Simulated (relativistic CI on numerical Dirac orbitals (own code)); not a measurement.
Magnetism of Nd³⁺, 4f3, in a crystal field

Calculated by Dirac-Coulomb-Breit CI, separate exchange-only KLI orbitals for each configuration, QED by a radiative potential, valence Slater integrals scaled by 0.75, one configuration in a parametric crystal field (own radial code).

Field parameters in Wybourne normalisation; cubic f-shell fields have B⁴₄ = √(5/14) B⁴₀ and B⁶₄ = −√(7/2) B⁶₀. The field is a parameter set, without covalency.

S is read from ⟨S²⟩ = S(S + 1).

Powder χT (cm³ K mol⁻¹) by Van Vleck's formula, with temperature-independent terms:

| Field | 2 K | 5 K | 10 K | 20 K | 50 K | 100 K | 200 K | 300 K |
| --- | --- | --- | --- | --- | --- | --- | --- | --- |
| C2v, B20 = -70, B22 = -190, B40 = -570, B42 = 530, B44 = 40, B60 = -240, B62 = -90, B64 = -360, B66 = 410 cm⁻¹ | 0.479 | 0.521 | 0.592 | 0.732 | 1.06 | 1.36 | 1.59 | 1.66 |
| D3d, B20 = -140, B40 = -1580, B43 = -520, B60 = -60, B63 = -570, B66 = 520 cm⁻¹ | 0.531 | 0.564 | 0.62 | 0.73 | 1.01 | 1.3 | 1.53 | 1.62 |
| D3d, B20 = -1270, B40 = -880, B43 = 380, B60 = -390, B63 = 20, B66 = 120 cm⁻¹ | 0.657 | 0.742 | 0.881 | 1.13 | 1.46 | 1.59 | 1.66 | 1.7 |
| D3d, B20 = 700, B40 = 560, B43 = 660, B60 = 120, B63 = 790, B66 = 250 cm⁻¹ | 0.798 | 0.812 | 0.835 | 0.881 | 1.02 | 1.22 | 1.49 | 1.61 |
| D3h, B20 = 890, B40 = -890, B60 = -510, B66 = 350 cm⁻¹ | 0.756 | 0.778 | 0.813 | 0.884 | 1.1 | 1.37 | 1.59 | 1.67 |
| Oh, B40 = 920, B60 = 570 cm⁻¹ | 0.751 | 0.762 | 0.78 | 0.816 | 0.923 | 1.1 | 1.38 | 1.53 |

Task: For D3h, B20 = 890, B40 = -890, B60 = -510, B66 = 350 cm⁻¹: what effective moment follows at 300 K?

Result: μ_eff = √(8χT) = 3.65 μB. The LS value g√(J(J + 1)) of the free ion's 4I°_9/2 level is 3.62 μB.
